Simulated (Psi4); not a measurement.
Psi4 input (wB97X-D/6-311+G**):

```
memory 1500 MB

molecule {
-1 1
F     1.85274500   -0.39276800    0.79114800
C     0.58715600   -0.19005300    0.28100200
C    -0.48129600   -1.12664700    0.36175000
C    -1.44671700   -0.41941000   -0.28253300
O    -1.05503300    0.86674100   -0.74741900
C     0.25253800    0.96157700   -0.36083200
H    -2.48018400   -0.62290400   -0.52873500
H     0.77565300    1.87108600   -0.60856700
symmetry c1
no_reorient
no_com
}

set {
  basis 6-311+G**
  reference rks
  scf_type df
  df_basis_scf def2-universal-jkfit
  dft_radial_points 99
  dft_spherical_points 590
  e_convergence 1e-8
  d_convergence 1e-7
  maxiter 150
}

e = energy('wb97x-d')
print_out(f'\nFINAL {e:.10f} DIPOLE {variable("CURRENT DIPOLE")[0]:.6f} {variable("CURRENT DIPOLE")[1]:.6f} {variable("CURRENT DIPOLE")[2]:.6f}\n')
```

Output:

```
   => Loading Basis Set <=

    Name: 6-311+G**
    Role: ORBITAL
    Keyword: BASIS
    atoms 1      entry F          line   192 file 6-311pgss.gbs
    atoms 2-4, 6 entry C          line   129 file 6-311pgss.gbs
    atoms 5      entry O          line   171 file 6-311pgss.gbs
    atoms 7-8    entry H          line    42 file 6-311pgss.gbs

   => WB97X-D: Empirical Dispersion <=

    Chai and Head-Gordon Dispersion Correction
    Chai, J.-D.; Head-Gordon, M. (2010), J. Chem. Phys., 132: 6615-6620

        s6 =       1.000000

         ---------------------------------------------------------
                                   SCF
               by Justin Turney, Rob Parrish, Andy Simmonett
                          and Daniel G. A. Smith
                              RKS Reference
         ---------------------------------------------------------

  ==> Geometry <==

    Molecular point group: c1
    Full point group: C1

    Geometry (in Angstrom), charge = -1, multiplicity = 1:

       Center              X                  Y                   Z               Mass
    ------------   -----------------  -----------------  -----------------  -----------------
         F            1.852745000000    -0.392768000000     0.791148000000    18.998403162730
         C            0.587156000000    -0.190053000000     0.281002000000    12.000000000000
         C           -0.481296000000    -1.126647000000     0.361750000000    12.000000000000
         C           -1.446717000000    -0.419410000000    -0.282533000000    12.000000000000
         O           -1.055033000000     0.866741000000    -0.747419000000    15.994914619570
         C            0.252538000000     0.961577000000    -0.360832000000    12.000000000000
         H           -2.480184000000    -0.622904000000    -0.528735000000     1.007825032230
         H            0.775653000000     1.871086000000    -0.608567000000     1.007825032230

  Running in c1 symmetry.

  Rotational constants: A =      0.31965  B =      0.11695  C =      0.08562 [cm^-1]
  Rotational constants: A =   9582.93426  B =   3506.08589  C =   2566.92940 [MHz]
  Nuclear repulsion =  208.746706934184800

  Charge       = -1
  Multiplicity = 1
  Electrons    = 44
  Nalpha       = 22
  Nbeta        = 22

  ==> Algorithm <==

  SCF Algorithm Type is DF.
  DIIS enabled.
  MOM disabled.
  Fractional occupation disabled.
  Guess Type is SAD.
  Energy threshold   = 1.00e-08
  Density threshold  = 1.00e-07
  Integral threshold = 1.00e-12

  ==> Primary Basis <==

  Basis Set: 6-311+G**
    Blend: 6-311+G**
    Number of shells: 68
    Number of basis functions: 144
    Number of Cartesian functions: 150
    Spherical Harmonics?: true
    Max angular momentum: 2

  ==> DFT Potential <==

   => LibXC <=

    Version 7.1.2
    S. Lehtola, C. Steigemann, M. J. T. Oliveira, and M. A. L. Marques,  SoftwareX 7, 1–5 (2018) (10.1016/j.softx.2017.11.002)

   => Composite Functional: WB97X-D <=

    wB97X-D Hyb-GGA Exchange-Correlation Functional

    J.-D. Chai and M. Head-Gordon,  Phys. Chem. Chem. Phys. 10, 6615–6620 (2008) (10.1039/B810189B)

    Deriv               =              1
    GGA                 =           TRUE
    Meta                =          FALSE

    Exchange Hybrid     =           TRUE
    MP2 Hybrid          =          FALSE

   => Exchange-Correlation Functionals <=

    1.0000   wB97X-D range-separated functional

   => Exact (HF) Exchange <=

    0.7780            HF,LR [omega = 0.2000]
    0.2220               HF

   => LibXC Density Thresholds  <==

    XC_HYB_GGA_XC_WB97X_D:  1.00E-14

   => Molecular Quadrature <=

    Radial Scheme          =       TREUTLER
    Pruning Scheme         =           NONE
    Nuclear Scheme         =       TREUTLER

    Blocking Scheme        =         OCTREE
    BS radius alpha        =              1
    Pruning alpha          =              1
    Radial Points          =             99
    Spherical Points       =            590
    Total Points           =         445979
    Total Blocks           =           3149
    Max Points             =            256
    Max Functions          =            140
    Weights Tolerance      =       1.00E-15

   => Loading Basis Set <=

    Name: DEF2-UNIVERSAL-JKFIT
    Role: JKFIT
    Keyword: DF_BASIS_SCF
    atoms 1      entry F          line   378 file def2-universal-jkfit.gbs
    atoms 2-4, 6 entry C          line   198 file def2-universal-jkfit.gbs
    atoms 5      entry O          line   318 file def2-universal-jkfit.gbs
    atoms 7-8    entry H          line    18 file def2-universal-jkfit.gbs

  ==> Integral Setup <==

  SCF_SUBTYPE=INCORE selected. In-core MEM_DF algorithm will be used.
  Using in-core AOs.

  ==> MemDFJK: Density-Fitted J/K Matrices <==

    J tasked:                   Yes
    K tasked:                   Yes
    wK tasked:                  Yes
    Omega:                2.000E-01
    Algorithm:                 Core
    Schwarz Cutoff:           1E-12
    Mask sparsity (%):       2.4113
    Fitting Condition:        1E-10

   => Auxiliary Basis Set <=

  Basis Set: DEF2-UNIVERSAL-JKFIT
    Blend: DEF2-UNIVERSAL-JKFIT
    Number of shells: 162
    Number of basis functions: 490
    Number of Cartesian functions: 582
    Spherical Harmonics?: true
    Max angular momentum: 4

  Cached 50.0% of DFT collocation blocks in 0.746 [GiB].

  Minimum eigenvalue in the overlap matrix is 2.1476700182E-05.
  Reciprocal condition number of the overlap matrix is 2.1343512632E-06.
    Using symmetric orthogonalization.

  ==> Pre-Iterations <==

  SCF Guess: Superposition of Atomic Densities via on-the-fly atomic UHF (no occupation information).

   -------------------------
    Irrep   Nso     Nmo
   -------------------------
     A        144     144
   -------------------------
    Total     144     144
   -------------------------

  ==> Iterations <==

                           Total Energy        Delta E     RMS |[F,P]|

   @DF-RKS iter SAD:  -327.96568246040118   -3.27966e+02   0.00000e+00
   @DF-RKS iter   1:  -328.31257029746774   -3.46888e-01   5.13859e-03 ADIIS/DIIS
   @DF-RKS iter   2:  -328.37885072902685   -6.62804e-02   4.53383e-03 ADIIS/DIIS
   @DF-RKS iter   3:  -328.60351284925218   -2.24662e-01   7.93336e-04 ADIIS/DIIS
   @DF-RKS iter   4:  -328.60876875176086   -5.25590e-03   3.52716e-04 ADIIS/DIIS
   @DF-RKS iter   5:  -328.60986856350593   -1.09981e-03   1.08475e-04 ADIIS/DIIS
   @DF-RKS iter   6:  -328.60997906272746   -1.10499e-04   4.65431e-05 DIIS
   @DF-RKS iter   7:  -328.61000453785385   -2.54751e-05   8.23183e-06 DIIS
   @DF-RKS iter   8:  -328.61000738794456   -2.85009e-06   4.94063e-06 DIIS
   @DF-RKS iter   9:  -328.61000781359974   -4.25655e-07   1.42808e-06 DIIS
   @DF-RKS iter  10:  -328.61000786208433   -4.84846e-08   4.62342e-07 DIIS
   @DF-RKS iter  11:  -328.61000786485982   -2.77549e-09   1.66988e-07 DIIS
   @DF-RKS iter  12:  -328.61000786540109   -5.41263e-10   3.49607e-08 DIIS
  Energy and wave function converged.

  ==> Post-Iterations <==

   Electrons on quadrature grid:
      Ntotal   =   43.9999993350 ; deviation = -6.650e-07

    Orbital Energies [Eh]
    ---------------------

    Doubly Occupied:

       1A    -24.628622     2A    -19.118627     3A    -10.166062
       4A    -10.147304     5A    -10.129007     6A    -10.042719
       7A     -1.132349     8A     -1.006534     9A     -0.695951
      10A     -0.641064    11A     -0.494184    12A     -0.481961
      13A     -0.437861    14A     -0.373247    15A     -0.356498
      16A     -0.337012    17A     -0.331002    18A     -0.312893
      19A     -0.245478    20A     -0.151089    21A     -0.110239
      22A     -0.092471

    Virtual:

      23A      0.190208    24A      0.202776    25A      0.230359
      26A      0.230414    27A      0.243168    28A      0.246752
      29A      0.272445    30A      0.281932    31A      0.286053
      32A      0.290436    33A      0.305460    34A      0.307038
      35A      0.311641    36A      0.343465    37A      0.353930
      38A      0.358007    39A      0.389277    40A      0.394478
      41A      0.407907    42A      0.415482    43A      0.443283
      44A      0.469297    45A      0.474325    46A      0.487364
      47A      0.499426    48A      0.538676    49A      0.548851
      50A      0.550289    51A      0.585230    52A      0.599142
      53A      0.613630    54A      0.668037    55A      0.682783
      56A      0.735676    57A      0.769615    58A      0.792276
      59A      0.814689    60A      0.821221    61A      0.841334
      62A      0.851250    63A      0.896215    64A      0.914474
      65A      0.955689    66A      0.996917    67A      1.018253
      68A      1.036761    69A      1.072842    70A      1.089669
      71A      1.118359    72A      1.151303    73A      1.224918
      74A      1.262296    75A      1.292650    76A      1.322812
      77A      1.406753    78A      1.414274    79A      1.439732
      80A      1.455555    81A      1.506152    82A      1.531898
      83A      1.641059    84A      1.679449    85A      1.733724
      86A      1.737099    87A      1.778970    88A      1.845235
      89A      1.883241    90A      1.898410    91A      1.940393
      92A      1.960219    93A      2.028441    94A      2.071677
      95A      2.091409    96A      2.126474    97A      2.241595
      98A      2.274479    99A      2.292065   100A      2.296877
     101A      2.326266   102A      2.413959   103A      2.437096
     104A      2.498214   105A      2.673706   106A      2.701380
     107A      2.890287   108A      2.899835   109A      2.943081
     110A      2.995142   111A      3.008605   112A      3.048603
     113A      3.089824   114A      3.246417   115A      3.286412
     116A      3.300837   117A      3.360982   118A      3.392179
     119A      3.445670   120A      3.551851   121A      3.687185
     122A      3.813707   123A      3.851149   124A      4.029399
     125A      4.064397   126A      4.131223   127A      4.224394
     128A      4.240531   129A      4.269254   130A      4.353159
     131A      4.623360   132A      5.103444   133A      5.259643
     134A      5.707375   135A      5.967620   136A      6.615674
     137A      6.711592   138A      7.005616   139A     23.887069
     140A     24.106224   141A     24.441897   142A     24.538111
     143A     50.193589   144A     67.130244

    Final Occupation by Irrep:
              A
    DOCC [    22 ]
    NA   [    22 ]
    NB   [    22 ]

  @DF-RKS Final Energy:  -328.61000786540109

   => Energetics <=

    Nuclear Repulsion Energy =            208.7467069341848003
    One-Electron Energy =                -872.0896791464432454
    Two-Electron Energy =                 363.7439401306998548
    DFT Exchange-Correlation Energy =     -29.0092932643896511
    Empirical Dispersion Energy =          -0.0016825194527810
    VV10 Nonlocal Energy =                  0.0000000000000000
    Total Energy =                       -328.6100078654010872

Computation Completed

Properties will be evaluated at   0.000000,   0.000000,   0.000000 [a0]

Properties computed using the SCF density matrix

 Multipole Moments:

 ------------------------------------------------------------------------------------
     Multipole            Electronic (a.u.)      Nuclear  (a.u.)        Total (a.u.)
 ------------------------------------------------------------------------------------

 L = 1.  Multiply by 2.5417464519 to convert [e a0] to [Debye]
 Dipole X            :          0.3433104           -0.0000076            0.3433028
 Dipole Y            :          1.5931462            0.0000000            1.5931462
 Dipole Z            :         -0.6225474           -0.0000000           -0.6225474
 Magnitude           :                                                    1.7445735

 ------------------------------------------------------------------------------------

FINAL -328.6100078654 DIPOLE 0.343303 1.593146 -0.622547

*** Psi4 exiting successfully. Buy a developer a beer!
```

The dipole moment of an ion depends on the origin.

The geometry given is a B3LYP-D3(BJ)/def2-TZVP minimum.
